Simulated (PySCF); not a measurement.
Isomers of [C6H6N]+ (charge +1). Level of theory: PySCF, PBE0-D3(BJ)/def2-SVP geometry optimisation, gas phase. Energies are electronic, without zero-point or thermal terms, for one conformer each. No frequencies were run at this level. Point groups hold within 0.08 Å.

**Question.** Order them by energy at this level, lowest first, and give relative energies in kcal/mol.
A. protonated 1-cyano-1,3-cyclopentadiene (`[NH+]#CC1=CC=CC1`)
B. `c1ccnc[cH+]c1`
C. `[NH+]#CC1=CCC=C1` (protonated 2-cyano-1,3-cyclopentadiene)

**Answer.** A (0.0), B (4.2), C (6.7).

Neighbours under 5.0 kcal/mol apart ([NH+]#CC1=CC=CC1 and c1ccnc[cH+]c1; c1ccnc[cH+]c1 and [NH+]#CC1=CCC=C1) can change places with a better method, another conformer or zero-point energy.

```json
{"SMILES": "[NH+]#CC1=CC=CC1", "E (Eh)": "-286.14739", "E rel (kcal/mol)": "0.0", "dipole about centre of mass (D)": "3.58", "point group": "Cs", "A, B, C (MHz)": "8247, 1844, 1522"}
{"SMILES": "c1ccnc[cH+]c1", "E (Eh)": "-286.14066", "E rel (kcal/mol)": "4.2", "dipole about centre of mass (D)": "1.62", "point group": "C2", "A, B, C (MHz)": "4047, 3829, 2019"}
{"SMILES": "[NH+]#CC1=CCC=C1", "E (Eh)": "-286.13666", "E rel (kcal/mol)": "6.7", "dipole about centre of mass (D)": "4.26", "point group": "Cs", "A, B, C (MHz)": "8144, 1843, 1517"}
```
